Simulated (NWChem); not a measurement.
System: BGeH₅O₂; SMILES O[B](O)[GeH3]

NWChem input:

```
start job
memory heap 200 mb stack 900 mb global 1100 mb
geometry units angstroms
  B     -1.040031     0.120723     0.377136
  Ge     0.882248    -0.099653    -0.318598
  H      1.178439    -1.384864    -1.034084
  H      1.342300     0.915724    -1.325536
  H      1.968189    -0.075538     0.719235
  O     -1.405008    -0.258823     1.614144
  H     -0.728203    -0.633724     2.175269
  O     -2.021772     0.645506    -0.376761
  H     -1.792646     0.927376    -1.260784
end
basis spherical
  * library def2-svp
end
dft
  xc pbe0
  iterations 150
end
driver
  maxiter 120
end
task dft optimize
task dft freq
```

The level has its own optimisation; frequencies are unscaled.

Q: What results follow from this input? (PBE0/def2-SVP.) Quantities: r B–Ge (Å); r B–O (Å); r Ge–H (Å); r H–O (Å); highest harmonic frequency (cm⁻¹); lowest (cm⁻¹); zero-point energy (kcal/mol); dipole (D).

A: The r B–Ge (Å) comes out as 2.094 and the r B–O (Å) is 1.356. The r Ge–H (Å) is 1.545. The r H–O (Å) is 0.960. The highest harmonic frequency (cm⁻¹) comes out as 3951, the lowest (cm⁻¹) is 22 and the zero-point energy (kcal/mol) is 36.0. The dipole (D) comes out as 1.22.
